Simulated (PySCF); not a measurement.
# Reading the logs of faulty runs: AlBH6OSi

Calculated results; nothing here was measured. The program is PySCF 2.14.0, an open-source quantum chemistry code, run on an isolated molecule that a program drew, which may never have been made. The molecule is AlBH6OSi (charge 0, singlet), drawn as the SMILES string `B[SiH2][O][AlH2]`.

Each row is a Hartree-Fock (HF) and frozen-core CCSD(T) single point in the cc-pV(D+d)Z basis, meant for a local HF minimum. Run 1 is clean. Each other run has one planted mistake out of seven kinds, and not every kind appears here: one electron removed, one electron added, multiplicity raised by two, geometry at a saddle point, minimal basis STO-3G, one bond length entered in bohr, all coordinates scaled. The reference is restricted for singlets and unrestricted otherwise, and also for a bond in bohr. Adding or removing an electron swaps singlet and doublet. Electrons count all cores. HOMO and LUMO are orbital energies over both spins, the gradient is its largest component, and the lowest frequency (negative if imaginary) is given only where the gradient is small. Bond lengths are over the 9 bonds as drawn. T1 is the CCSD diagnostic: over 0.02 (restricted) or 0.045 (unrestricted) a single reference is doubtful.

Geometry of the clean run:
```xyz
10
AlBH6OSi, angstrom
B    -0.4007   -0.3668   -1.4842
Si    0.6861    1.2959   -1.0514
O     0.9525    1.5047    0.5531
Al    1.2482    1.7520    2.1907
H    -0.8058   -1.1287   -0.6483
H    -0.6629   -0.6206   -2.6295
H     1.9907    1.2076   -1.7596
H    -0.0271    2.4840   -1.5907
H     0.2236    2.6106    3.0213
H     2.5343    1.1090    2.8307
```

| run | electrons | basis functions | <S^2> | HOMO (eV) | LUMO (eV) | gradient (hartree/bohr) | lowest frequency (cm^-1) | mean bond (Å) | longest bond (Å) | T1 | HF (hartree) | CCSD(T) (hartree) | mistake |
|---|---|---|---|---|---|---|---|---|---|---|---|---|---|
| 1 | 46 | 104 | 0.000 | -10.82 | 1.45 | 2.3e-05 | 27 | 1.5422 | 2.033 | 0.0132 | -633.95735 | -634.44900 | no fault |
| 2 | 46 | 34 | 0.000 | -7.33 | 6.49 | 3.6e-02 | - | 1.5422 | 2.033 | 0.0158 | -626.33354 | -626.52088 | minimal basis STO-3G |
| 3 | 46 | 104 | 0.000 | -11.04 | 1.61 | 9.0e-02 | - | 1.3957 | 1.840 | 0.0115 | -633.85407 | -634.33699 | ? |
| 4 | 45 | 104 | 0.764 | -15.00 | -8.36 | 9.0e-02 | - | 1.5422 | 2.033 | 0.0295 | -633.60541 | -634.08090 | ? |

**Which mistake was planted in run 3, and what did it cost?**

The mean and the longest bond both change by the same factor, 0.905, and the gradient is no longer small. So the mistake is: all coordinates scaled. Subtracting run 1 and multiplying by 627.51 kcal/mol a hartree, the energy moved by 64.8 kcal/mol in HF and 70.3 kcal/mol in CCSD(T).

**Which mistake was planted in run 4, and what did it cost?**

It counts 45 electrons, one fewer than the clean run, at the same geometry and basis. So the mistake is: one electron removed. Subtracting run 1 and multiplying by 627.51 kcal/mol a hartree, the energy moved by 220.8 kcal/mol in HF and 231.0 kcal/mol in CCSD(T).

